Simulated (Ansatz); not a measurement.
Start from `[SH][Ga]([SH])[Br]` and change one atom or group to get `[OH][Ga]([SH])[Br]`.

Ansatz, PBE0-D4/def2-TZVP geometries, multiplicity 1. Each molecule was computed in one conformer, which needn't be the lowest.

Scalar relativity is left out up to krypton.

```csv
property,`[SH][Ga]([SH])[Br]`
LUMO energy (ωB97M-V/def2-TZVPP) / eV,0.49
HOMO energy (PBE/def2-TZVPP) / eV,-6.66
HOMO energy (PBE0/def2-TZVPP) / eV,-7.88
HOMO energy (ωB97M-V/def2-TZVPP) / eV,-10.04
LUMO energy (PBE0/def2-TZVPP) / eV,-1.41
HOMO–LUMO gap (PBE/def2-TZVPP) / eV,4.37
```

Question: What does the change do to each property? (Estimate.)

Answer: Computed: 
```csv
property,`[OH][Ga]([SH])[Br]`,shift
LUMO energy (ωB97M-V/def2-TZVPP) / eV,0.54,0.05
HOMO energy (PBE/def2-TZVPP) / eV,-6.85,-0.19
HOMO energy (PBE0/def2-TZVPP) / eV,-8.12,-0.24
HOMO energy (ωB97M-V/def2-TZVPP) / eV,-10.32,-0.28
LUMO energy (PBE0/def2-TZVPP) / eV,-1.30,0.11
HOMO–LUMO gap (PBE/def2-TZVPP) / eV,4.64,0.27
```

With PBE0 the HOMO falls by 0.24 eV and the LUMO rises by 0.11 eV, so the gap widens by about 0.35 eV. PBE moves the HOMO by -0.19 eV and ωB97M-V by -0.28 eV.

Spin–orbit coupling is left out; it splits and shifts lone-pair levels of the heavy atoms by tenths of an eV.
